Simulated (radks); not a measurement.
Results of a calculation; reference values are marked as such.
All-electron atom: Ca II in [Ar] 4s1 (the NIST ground configuration).

Code: a radial shooting solver on a logarithmic mesh with Libxc functionals. Model: scalar-relativistic Kohn-Sham, LDA (Slater exchange, VWN5 correlation), spin-polarised, spherical densities, finite nucleus; open shells are filled with parallel spins first; Fermi nuclear charge, rms radius 3.4776 fm.

Energy parts (hartree):
total: -678.46821
kinetic: 682.65699
electron-nucleus: -1608.31804
Hartree: 281.35160
exchange-correlation: -34.15875

Orbitals (lengths in bohr, moments of r in powers of bohr; <r^-3> diverges for s and p1/2; r(max) is where P^2 peaks; r(90%) holds 90 % of the orbital's charge):
1s up: occ. 1; eigenvalue (hartree) -144.9780; r(90%) 0.138; <1/r> 19.70; r(max) 0.05040
1s down: occ. 1; eigenvalue (hartree) -144.9766; r(90%) 0.138; <1/r> 19.70; r(max) 0.05040
2s up: occ. 1; eigenvalue (hartree) -15.44047; r(90%) 0.569; <1/r> 4.034; r(max) 0.3007
2s down: occ. 1; eigenvalue (hartree) -15.43908; r(90%) 0.569; <1/r> 4.034; r(max) 0.3007
2p up: occ. 3; eigenvalue (hartree) -12.55438; <r^-3> 186.6; r(90%) 0.542; <1/r> 3.945; r(max) 0.2465
2p down: occ. 3; eigenvalue (hartree) -12.55307; <r^-3> 186.6; r(90%) 0.542; <1/r> 3.945; r(max) 0.2465
3s up: occ. 1; eigenvalue (hartree) -1.97738; r(90%) 1.74; <1/r> 1.212; r(max) 0.9926
3s down: occ. 1; eigenvalue (hartree) -1.97381; r(90%) 1.74; <1/r> 1.213; r(max) 0.9927
3p up: occ. 3; eigenvalue (hartree) -1.28409; <r^-3> 19.93; r(90%) 1.97; <1/r> 1.081; r(max) 1.046
3p down: occ. 3; eigenvalue (hartree) -1.27924; <r^-3> 20.03; r(90%) 1.96; <1/r> 1.084; r(max) 1.045
3d up: occ. 0; eigenvalue (hartree) -0.32086; <r^-3> 1.003; r(90%) 3.50; <1/r> 0.6888; r(max) 1.257
3d down: occ. 0; eigenvalue (hartree) -0.30561; <r^-3> 1.066; r(90%) 3.35; <1/r> 0.7103; r(max) 1.240
4s up: occ. 1; eigenvalue (hartree) -0.34909; r(90%) 5.18; <1/r> 0.3688; r(max) 3.105
4s down: occ. 0; eigenvalue (hartree) -0.31620; r(90%) 5.32; <1/r> 0.3648; r(max) 3.101
4p up: occ. 0; eigenvalue (hartree) -0.23285; <r^-3> 1.782; r(90%) 6.28; <1/r> 0.3035; r(max) 3.750
4p down: occ. 0; eigenvalue (hartree) -0.20469; <r^-3> 1.585; r(90%) 6.64; <1/r> 0.2896; r(max) 3.855
4f up: occ. 0; eigenvalue (hartree) -0.03915; <r^-3> 0.001903; r(90%) 18.6; <1/r> 0.1003; r(max) 9.507
4f down: occ. 0; eigenvalue (hartree) -0.03685; <r^-3> 0.001281; r(90%) 20.3; <1/r> 0.08895; r(max) 10.91
5s up: occ. 0; eigenvalue (hartree) -0.10615; r(90%) 11.5; <1/r> 0.1678; r(max) 7.461
5s down: occ. 0; eigenvalue (hartree) -0.10001; r(90%) 11.9; <1/r> 0.1615; r(max) 7.761

The highest occupied level is 4s up at -9.499 eV. The spin density at the nucleus is 3.218 e/bohr^3 (1s 0.032, 2s -0.002, 3s -0.042, 4s 3.231). The electron density at the nucleus is 6149 e/bohr^3 (large components only).
